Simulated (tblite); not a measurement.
C4H10F2SSi.
Atom-mapped SMILES: `[CH3:1][C:2]([CH3:3])([CH2:4][SH:5])[SiH:6]([F:7])[F:8]` (hydrogens: H9, H10, H11 on C1; H12, H13, H14 on C3; H15, H16 on C4; H17 on S5; H18 on Si6)

Cartesian coordinates in Å at the GFN2-xTB level; atoms count from 1:
```xyz
18
C4H10F2SSi angstrom
C     -0.625   -0.321   -1.463
C     -0.253    0.018   -0.015
C     -1.528    0.440    0.733
C      0.268   -1.245    0.688
S      1.705   -2.048   -0.106
Si     1.011    1.452    0.039
F      2.207    1.259   -1.007
F      1.806    1.405    1.431
H     -1.023    0.552   -1.974
H      0.246   -0.673   -2.011
H     -1.380   -1.105   -1.482
H     -1.313    0.668    1.775
H     -2.263   -0.363    0.704
H     -1.970    1.320    0.272
H     -0.503   -2.018    0.679
H      0.538   -1.034    1.723
H      2.584   -1.082    0.146
H      0.485    2.781   -0.144
```

Method: GFN2-xTB as coded in tblite; computed harmonic values from a numerical Hessian at the method's own geometry, unscaled. This tight-binding method is rough: wavenumbers can miss measured ones by several per cent, in bad cases by 10 to 20. Modes of hydrogen on silicon and sulfur can be 10 to 20 % off. One conformer, not necessarily the lowest.

Harmonic wavenumbers (cm⁻¹): 30.1, 76.0, 120.8, 146.7, 189.5, 208.9, 229.1, 250.7, 258.6, 276.2, 308.8, 344.9, 374.2, 447.4, 588.9, 615.7, 671.7, 741.4, 784.4, 831.1, 866.5, 894.4, 949.7, 970.3, 984.0, 1026.9, 1115.1, 1163.9, 1203.5, 1249.6, 1271.4, 1412.2, 1426.6, 1451.6, 1492.9, 1498.0, 1505.8, 1508.8, 2442.3, 2451.1, 2974.6, 2981.5, 3012.7, 3016.7, 3025.2, 3031.3, 3035.2, 3042.9.

A = 1505, B = 1218, C = 956.5 MHz; mass 156.024 u (most abundant isotopes); point group C1, symmetry number 1.

Task: Zero-point energy?

Result: Half the sum of the wavenumbers: 29250 cm⁻¹ = 83.63 kcal/mol.

Task: Give the ideal-gas entropy at 200 K and 1 bar in the rigid-rotor, harmonic-oscillator model (classical rotation).

Result: Translation 39.09, rotation 28.41, vibration 22.53: S = 90.0 cal/(mol K).

Task: And Cp and H(200 K) − H(0)?

Result: Cp = 32.41 cal/(mol K), of which vibrations give 24.46 (their classical limit is 48 R = 95.4); H(200 K) − H(0) = 4.07 kcal/mol without the zero-point energy, 2.48 from vibrations.

Task: What must be added to the electronic energy to get the Gibbs energy at 200 K and 1 bar?

Result: ZPE + [H(200 K) − H(0)] − T·S = 83.63 + 4.07 − 18.01 = 69.69 kcal/mol.

Task: How do the functions run with temperature in this model?

Result: 
```
 T (K)  S (cal/(mol K))  Cp (cal/(mol K))  H − H(0) (kcal/mol)  G − H(0) (kcal/mol)  ln q(vib)
    50             60.2              13.3                 0.51                -2.50       0.72
   100             71.7              21.0                 1.37                -5.81       2.03
298.15            104.7              41.8                 7.72               -23.51       8.12
373.15            114.9              48.4                11.11               -31.75      10.36
   500            130.4              57.8                17.87               -47.32      14.00
   750            156.5              71.0                34.09               -83.29      20.64
  1000            178.2              79.7                52.99              -125.21      26.61
```

q(vib) and H(0) count from the zero-point level.

Hindered rotation and anharmonicity are outside this model. Other conformers, if any are populated, would add a mixing term that is left out. The structure is chiral; the term R ln 2 for an equal mix with its mirror image is left out.

Time: 1.2 s of wall time. Hardware: one thread of an Arm Neoverse N1, shared host with 64 logical CPUs at a one-minute load of 41. This covers the Hessian and the dipole derivatives.
